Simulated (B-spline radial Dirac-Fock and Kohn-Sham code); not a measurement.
ΔSCF core binding energies without Breit or QED terms, calculated with a B-spline atomic structure program.

A sound run for ytterbium as Yb³⁺, configuration [Xe] 4f13: The ground state converged in 10 iterations, with total energy -14066.25669 Ha, virial ratio 1.90054 and highest orbital energy -47.57 eV. ΔSCF binding energies: K (1s) 61655.2 eV, L3 (2p3/2) 9003.2 eV, M5 (3d5/2) 1567.3 eV.

A second run, with one unsound setting: The ground state had not converged after 3 iterations, with total energy -14066.23811 Ha, virial ratio 1.90118 and highest orbital energy -50.49 eV. ΔSCF binding energies: K (1s) 61656.7 eV, L3 (2p3/2) 9004.8 eV, M5 (3d5/2) 1569.0 eV (not all states converged, so these are not final).

```
iter   energy (Ha)        error
   1   -14064.99930268  2.18e+00
   2   -14065.23180209  2.57e-01
   3   -14066.23811189  4.60e-02
```

Q: Which fault fits the second run best?
A. too few quadrature points
B. nuclear radius in wrong units
C. too few iterations
D. mesh too coarse

A: C. The input had maxit = 3: maxit ends the run before self-consistency.
